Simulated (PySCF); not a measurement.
CF2, SMILES F[C]F (connectivity only; charge and spin as stated), charge +1, multiplicity 2.

The structure is a stationary point at PBE0-D3(BJ)/def2-TZVP. The isomer is the one that the SMILES or the coordinates give; other isomers of the formula were not compared.

These are ωB97X/def2-TZVPD (PySCF) values and carry that method's errors.

The molecule is in vacuum.

Computed frontier levels, dipole moment and polarisability:
* **α spin, highest occupied and lowest empty level**: -21.55 and -9.08 eV
* **β spin, highest occupied and lowest empty level**: -25.51 and -10.88 eV
* **dipole moment about the centre of nuclear charge**: 1.02 D
* **mean static polarisability**: 11.1 bohr³ (1.65 Å³)
* **polarisability, principal values**: 9.0, 9.7, 14.6 bohr³
* **⟨S²⟩**: 0.753 (pure state 0.75)
